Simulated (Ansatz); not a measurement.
`O[SiH2]SBF` at its PBE0-D4/def2-TZVP geometry, where that method's forces vanish. Total charge 0; spin multiplicity 1.

```xyz
9

O     1.1670    0.8205   -1.2940
Si    0.5778   -0.6238   -0.7923
S    -1.4231   -0.4820   -0.0208
B    -1.0279    0.3568    1.5251
F    -2.0233    0.6954    2.3245
H     0.6725    1.3069   -1.9556
H     1.5061   -1.0857    0.2580
H     0.4595   -1.5982   -1.9046
H     0.0915    0.6102    1.8596
```

Question: What forces (eV/Å) does r2SCAN-D4/def2-TZVPP give on these atoms in Ansatz 0.2.0? (Best estimate.)

Answer: The calculation gave: 
```
O1   0.043  0.037  0.009
Si2  0.037 -0.078 -0.020
S3  -0.082 -0.042 -0.049
B4   0.168  0.011 -0.007
F5  -0.124  0.039  0.094
H6  -0.012  0.017 -0.019
H7  -0.014  0.007 -0.030
H8   0.010  0.008  0.024
H9  -0.026  0.001 -0.001
```
